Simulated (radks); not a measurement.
Valence configurations of neutral molybdenum (all share [Kr]). Method: scalar-relativistic Kohn-Sham, PBE, spin-polarised, spherical densities, point nucleus; open shells are filled with parallel spins first (spin-orbit coupling, left out, can overturn this in heavy ions); computed with a radial shooting solver on a logarithmic mesh with Libxc functionals. Energies are relative to 4d5 5s1; eigenvalues in eV for spin up.

valence          E (eV)  moment (Bohr magnetons)    e(4d)   e(5p)   e(5s)
4d5 5s1           0.000                        6   -4.571       -  -4.613
4d4.5 5s1.5       1.114                        5   -5.568       -  -4.988
4d5 5s0.5 5p0.5   1.677                        6   -5.229  -1.659  -5.064
4d4 5s2           2.266                        4   -6.584       -  -5.304
4d6               3.182                        4   -3.067       -       -
4d5 5p1           3.401                        6   -5.832  -1.978       -
4d4 5s1 5p1       4.276                        6   -7.737  -2.434  -6.330
4d3 5s1 5p2      10.642                        6  -10.923  -3.480  -7.901
4d2 5s2 5p2      16.554                        4  -13.266  -3.875  -8.597
4d2 5s1 5p3      19.193                        6  -14.127  -4.463  -9.380

NIST lists [Kr] 4d5 5s1 as the ground configuration; this level of theory agrees among the configurations tried. The energies are those of spherical high-spin densities, not of single terms.
